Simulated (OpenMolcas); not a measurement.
# Ti2+: Racah parameters, the spin-orbit constant, worked from levels

| Item | Value |
| --- | --- |
| Program | OpenMolcas |
| Basis | ANO-RCC-VTZP [6s5p3d2f1g] |
| Scalar Hamiltonian | DKH2, point nucleus |
| Active space | 2 electrons in 10 orbitals (3d 4d) |
| State averaging | 2S+1 = 3 even, 10 roots; 2S+1 = 1 even, 15 roots |
| Spin-orbit coupling | RASSI with atomic mean-field integrals over the reference wave functions, term energies averaged over their components |

Methods: CASSCF; XMS-CASPT2, IPEA 0.25 Eh, imaginary shift 0.1 Eh (closed shells correlated: 3s 3p). Measured levels: Corliss and Sugar, J. Phys. Chem. Ref. Data 8, 1 (1979).

**Racah parameters.** Above 3F, d2 has 3P at 15B, 1G at 12B + 2C and 1D at 5B + 2C. The first two fix B and C, and the third tests them; where it misses by thousands of cm-1, two parameters do not describe the configuration (Trees and configuration-interaction terms are left out) and B and C hang on the terms chosen. Term energies are centres of gravity, weighted by 2J + 1.

```csv
Source,3P,1G,B,C,C/B,"1D from B, C",1D found
CASSCF,12961,16524,864,3078,3.56,10476,10633
XMS-CASPT2,11038,14828,736,2999,4.07,9678,8711
measured,10420,14156,695,2910,4.19,9295,8232
```

Energies in cm-1. From CASSCF to XMS-CASPT2, B changes by -14.8 % and C by -2.6 %. Against the measured terms, XMS-CASPT2 has B off by +5.9 % and C by +3.1 %.

**The spin-orbit constant.** For the Hund term 3F of d2, E(J) = (A/2) J(J+1) + constant and ζ = 2S·A = 2A. From J = 2 to J = 4 the energy changes by 7 A.

| Source | E(4) - E(2) | A | ζ |
| --- | --- | --- | --- |
| CASSCF | 447.4 | 63.9 | 128 |
| XMS-CASPT2 | 448.0 | 64.0 | 128 |
| measured | 420.4 | 60.1 | 120 |

All in cm-1. XMS-CASPT2 is off by +6.6 % and CASSCF by +6.4 %. Both methods take the spin-orbit matrix elements from the reference wave functions, so the second can move ζ only through the term energies and any multistate remixing. Second-order mixing with other terms is absorbed into this ζ.

CASPT2 breaks the degeneracy within a term, and the mean is taken; among the terms shown or strongly mixed into the levels shown the widest spread is 930 cm-1 (3d2 3F, XMS-CASPT2). Active for correlation alone: 4d; no level in the range computed is led by a configuration that fills it, so any true level of that kind is missing. Without dynamic correlation excited terms often stand tens of per cent too high (terms of higher spin than the ground term too low), and those without a measured partner can miss by more than the paired ones (holds for CASSCF). Computed and measured levels are paired by configuration, term and J; levels that our copy of the source lacks, or whose pairing is in doubt (as where it misses far off the trend of its configuration), stay unpaired and out of the deviations. Only configurations of the active space appear.
